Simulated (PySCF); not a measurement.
Identify the unknown among the candidates.

All candidates are C5H7OPS.

| technique | computed result |
| --- | --- |
| UV, strongest line | among the 8 lowest singlet transitions: S5 at 5.58 eV (222 nm, f = 0.321) [TDDFT PBE0/def2-SVPD] |
| 13C NMR | chemical shifts (computed TMS as zero) by class: 204.1 (1 C), 153.0 (1 C), 145.1 (1 C), 23.7 (1 C), 21.9 (1 C) ppm [GIAO PBE0/pcSseg-1] |
| Rotational structure | rotational constants A, B, C: 3.603, 0.933, 0.748 GHz [GFN2-xTB] |
| 1H NMR | chemical shifts (computed TMS as zero) by class: 7.81 (1 H), 2.78 (3 H), 2.53 (3 H) ppm [GIAO PBE0/pcSseg-1] |
| Triplet | lowest triplet excitation (Tamm–Dancoff): 3.11 eV [TDA PBE0/def2-SVPD] |
| Polarisability | 107.6 au [PBE0/def2-SVPD] |

Electronic properties: PySCF, gas phase, density fitting. Levels stand in brackets. Geometry: GFN2-xTB, one conformer, isolated molecule. Each NMR value is the plain mean over a class of atoms that symmetry, rotation or inversion makes alike.

Question: Which candidate is it?
A. `C[P@@H](=O)c1ccsc1`
B. `CSc1coc(C)p1`
C. `CSc1occ(C)p1`

Answer: B. It is `CSc1coc(C)p1`. Numbering: `[CH3:1][S:2][c:3]1[cH:4][o:5][c:6]([CH3:7])[p:8]1`. 5 carbons fall into 5 classes; from least to most shielded: substituted aromatic carbon [C6] (204.1 ppm), substituted aromatic carbon [C3] (153.0 ppm), aromatic CH next to a ring oxygen [C4] (145.1 ppm), S-methyl carbon [C1] (23.7 ppm), benzylic-type carbon [C7] (21.9 ppm). Hydrogen classes from least to most shielded: 1 H on an aromatic CH next to a ring oxygen, C4 (7.81 ppm), 3 H on a benzylic-type carbon, C7 (2.78 ppm), 3 H on an S-methyl carbon, C1 (2.53 ppm). The optimised geometry has point group Cs and is an asymmetric top.

The others, at the same levels:
- `C[P@@H](=O)c1ccsc1` fails: its computed 13C shifts are 145.0 (1 C), 140.6 (1 C), 136.4 (1 C), 128.3 (1 C), 21.6 (1 C) ppm, 1H shifts are 8.12 (1 H), 8.01 (1 H), 7.31 (1 H), 6.97 (1 H), 1.53 (3 H) ppm and lowest triplet excitation (Tamm–Dancoff) is 3.85 eV (against 3.11 eV).
- `CSc1occ(C)p1` fails: its computed 13C shifts are 204.5 (1 C), 148.7 (1 C), 147.5 (1 C), 19.0 (1 C), 15.3 (1 C) ppm and rotational constant A is 3.819 GHz (against 3.603 GHz).

Each candidate is one conformer, not necessarily the lowest. Dipoles, sizes and rotational constants follow the conformer. The torsions of the flexible species, by atom-mapped SMILES:
- `[CH3:1][S:2][c:3]1[cH:4][o:5][c:6]([CH3:7])[p:8]1`: C1–S2–C3–C4 180°
- `[CH3:1][P@@H:2](=[O:3])[c:4]1[cH:5][cH:6][s:7][cH:8]1`: C1–P2–C4–C5 58°
- `[CH3:1][S:2][c:3]1[o:4][cH:5][c:6]([CH3:7])[p:8]1`: C1–S2–C3–O4 0°
